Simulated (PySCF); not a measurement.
Start geometry of `COB1C=C[C+](C)CO1` from GFN2-xTB (Å):
```
atom  x, y, z in Å
C1     3.5471   -0.2618    0.4333
O2     2.5526    0.0424   -0.5289
B3     1.2495    0.0381   -0.3404
C4     0.2828    0.4112   -1.5296
C5    -1.0677    0.4134   -1.3220
C6    -1.5923    0.0823   -0.0602
C7    -3.0390    0.0878    0.1626
C8    -0.7096   -0.2745    1.0558
O9     0.6576   -0.2770    0.8655
H10    3.1214   -0.3657    1.4309
H11    4.2820    0.5437    0.4160
H12    4.0350   -1.1921    0.1377
H13    0.6703    0.6676   -2.5053
H14   -1.7628    0.6682   -2.1129
H15   -3.5298   -0.5712   -0.5587
H16   -3.3202   -0.2019    1.1711
H17   -3.4432    1.0805   -0.0556
H18   -0.9374    0.3945    1.9086
H19   -1.0059   -1.2762    1.4249
```

Q: What comes out of this run: B3LYP/6-31G* geometry optimisation, gas phase (PySCF 2.14.0)?

A: 
```
atom  x, y, z in Å
C1     3.423   -0.254    0.570
O2     2.432    0.072   -0.423
B3     1.116    0.056   -0.219
C4     0.161    0.424   -1.419
C5    -1.205    0.424   -1.252
C6    -1.736    0.092    0.011
C7    -3.200    0.083    0.247
C8    -0.862   -0.261    1.155
O9     0.522   -0.261    0.980
H10    2.974   -0.377    1.558
H11    4.152    0.559    0.582
H12    3.916   -1.178    0.261
H13    0.568    0.680   -2.396
H14   -1.889    0.673   -2.061
H15   -3.688   -0.595   -0.468
H16   -3.474   -0.207    1.264
H17   -3.613    1.081    0.035
H18   -1.121    0.418    1.988
H19   -1.181   -1.258    1.512
```

The energy falls by 0.044 eV over 5 energy and gradient evaluations, the largest force component goes from 0.0129 to 1.9e-04 Eh/bohr, and the atoms move by 0.025 Å rms after alignment. The bond that changes most is C1–O2 (methoxy carbon to boron-bound oxygen), which lengthens by 0.023 Å. Bonds longer at the end by more than 0.005 Å: 10 of 19; shorter: 1. Rotational constants go from 4425, 963.4, 802.8 to 4375, 952.9, 794.0 MHz. The orientation of the end geometry is arbitrary; only internal coordinates are fixed.

The run used 146 basis functions and 37 SCF cycles in all.

Stationary, but not proved a minimum. Geometry: B3LYP/6-31G*, one conformer, isolated ion.
